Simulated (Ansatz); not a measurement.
```yaml
crystal:
  periodic: [false, false, false]
  atoms:
    - {symbol: B, position_ang: [-0.558422, 3.546201, -1.951519]}
    - {symbol: Si, position_ang: [0.818467, 0.124419, -1.229146]}
    - {symbol: Si, position_ang: [2.623629, 0.157521, 2.817928]}
    - {symbol: Si, position_ang: [-2.572518, -2.711832, -0.916759]}
    - {symbol: H, position_ang: [-2.070406, 4.429688, -0.521044]}
    - {symbol: H, position_ang: [0.047092, 4.772743, -3.747926]}
    - {symbol: H, position_ang: [2.695910, -0.857321, -3.087514]}
    - {symbol: H, position_ang: [0.673072, 0.932910, 4.687446]}
    - {symbol: H, position_ang: [4.782943, 1.951420, 2.973712]}
    - {symbol: H, position_ang: [3.548927, -2.412823, 3.483241]}
    - {symbol: H, position_ang: [-4.010318, -2.876837, -3.327355]}
    - {symbol: H, position_ang: [-1.625635, -5.277845, -0.264914]}
    - {symbol: H, position_ang: [-4.314003, -1.843627, 1.111629]}
basis:
  gaussian: {orbitals: aug-cc-pVDZ}
hamiltonian: {xc: {name: HF}}
correlation: {method: rpa}
```

```sh
$ ansatz run in.yaml --threads 4 --pin off --events-out ev --progress --plain --max-ram 10444MiB
```

Output, abridged:

```
Functional definition: HF
1817 factors; integrals over basis functions are off by at most 6.6e-4 eV
mean field evaluation 1: about -24343.5006 eV, gradient 3.2e1 eV
mean field evaluation 2: about -24343.5006 eV, gradient 3.2e1 eV
mean field evaluation 4: about -24353.3651 eV, gradient 1.8e1 eV
mean field evaluation 8: about -24356.5754 eV, gradient 5.8e-1 eV
mean field evaluation 16: about -24356.6278 eV, gradient 1.4e-3 eV
mean field -24356.62780247 eV, -895.0895622255 hartree, gradient 2.2e-6 eV, S^2 0.000000; 8 other end points of the search recorded, 0 dependent functions left out; unrestricted orbitals would lower it
unrestricted determinant -24370.84935737 eV, -895.6121947283 hartree, S^2 6.9362
16 core orbitals not correlated: weight in the atoms' cores, before any rotation towards them, 1.000 or more for the frozen orbitals, at most 0.000 for the correlated occupied ones
reference -24356.62780247 eV, -895.0895622255 hartree; 12, 12 occupied and 157, 157 virtual orbitals, 1817 factors
Total energy: -24376.02651139 eV, -895.8024516293 hartree
```

In this input the coordinates are in bohr but typed as ångström. The calculation finished and met its thresholds. The result belongs to that input, not to the molecule as meant.
